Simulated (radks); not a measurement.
Excited configurations of Ca IV: one electron is placed in a higher orbital outside [Ne] 3s2 3p4. The ground configuration is [Ne] 3s2 3p5. All-electron calculation, Dirac Kohn-Sham, PBE, spin-unpolarised, spherical densities, point nucleus; open shells are shared between the two j in proportion to 2j + 1. Program: a radial shooting solver on a logarithmic mesh with Libxc functionals. Excitation = E - E(ground); binding = E(ion) - E, where the ion is the core of charge +4; n* = 4/sqrt(2 binding) in atomic units, and the quantum defect is n - n*. Eigenvalue and <r> are those of j = l + 1/2.

\begin{tabular}{lrrrrrr}
outer orbital & excitation (eV) & binding (eV) & n* & quantum defect & eigenvalue (eV) & <r> (bohr) \\ \hline
4d & 49.892 & 18.548 & 3.426 & 0.574 & -15.974 & 3.752 \\
6p & 59.242 & 9.198 & 4.865 & 1.135 & -8.230 & 8.835 \\
6d & 60.807 & 7.633 & 5.340 & 0.660 & -6.799 & 10.19 \\
7s & 61.468 & 6.973 & 5.588 & 1.412 & -6.290 & 11.95 \\
7d & 62.958 & 5.482 & 6.302 & 0.698 & -4.923 & 14.50 \\
7f & 63.596 & 4.844 & 6.704 & 0.296 & -4.326 & 15.72 \\
\end{tabular}

The Delta-SCF ionisation energy is 68.440 eV (NIST Atomic Spectra Database: 67.273 eV, semi-empirical). Self-interaction in the functional shifts the binding energies and quantum defects, so they are the method's values and not measured ones. Spin polarisation and multiplet splitting are left out, so open shells lie too high by an amount that depends on their filling.

Beside tabulated values, note that spin-unpolarised runs miss the spin-polarisation part of the exchange energy of open shells.
